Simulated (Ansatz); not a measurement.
Start from `[OH][Hf]([OH])([OH])[F]` and change one element to get `[OH][Hf]([OH])([OH])[Cl]`.

Ansatz, PBE0-D4/def2-TZVP geometries, multiplicity 1. Each molecule was computed in one conformer, which needn't be the lowest.

Elements past krypton have def2 core potentials.

```
                                                                                  property  `[OH][Hf]([OH])([OH])[F]`
                                                       LUMO energy (B3LYP/def2-TZVPP) / eV                      -0.50
                                                       HOMO energy (B3LYP/def2-TZVPP) / eV                      -8.72
                                                   HOMO–LUMO gap (ωB97M-V/def2-TZVPP) / eV                      12.41
                                                         HOMO energy (PBE/def2-TZVPP) / eV                      -7.28
                                                       HOMO–LUMO gap (PBE/def2-TZVPP) / eV                       6.42
ideal-gas entropy at 298 K and 1 bar (rigid rotor, harmonic PBE0-D4/def2-TZVP) / J/(mol·K)                        393
```

(1) Give the same properties after the change, and the shifts. (An estimate is asked.)

Answers

(1) Ansatz gave: 
```json
{"property": "LUMO energy (B3LYP/def2-TZVPP) / eV", "`[OH][Hf]([OH])([OH])[Cl]`": "-0.48", "shift": "0.02"}
{"property": "HOMO energy (B3LYP/def2-TZVPP) / eV", "`[OH][Hf]([OH])([OH])[Cl]`": "-8.33", "shift": "0.39"}
{"property": "HOMO–LUMO gap (ωB97M-V/def2-TZVPP) / eV", "`[OH][Hf]([OH])([OH])[Cl]`": "11.92", "shift": "-0.49"}
{"property": "HOMO energy (PBE/def2-TZVPP) / eV", "`[OH][Hf]([OH])([OH])[Cl]`": "-7.15", "shift": "0.13"}
{"property": "HOMO–LUMO gap (PBE/def2-TZVPP) / eV", "`[OH][Hf]([OH])([OH])[Cl]`": "6.29", "shift": "-0.13"}
{"property": "ideal-gas entropy at 298 K and 1 bar (rigid rotor, harmonic PBE0-D4/def2-TZVP) / J/(mol·K)", "`[OH][Hf]([OH])([OH])[Cl]`": "400", "shift": "7"}
```

B3LYP here is the variant with VWN-RPA as its local correlation; programs differ in this.
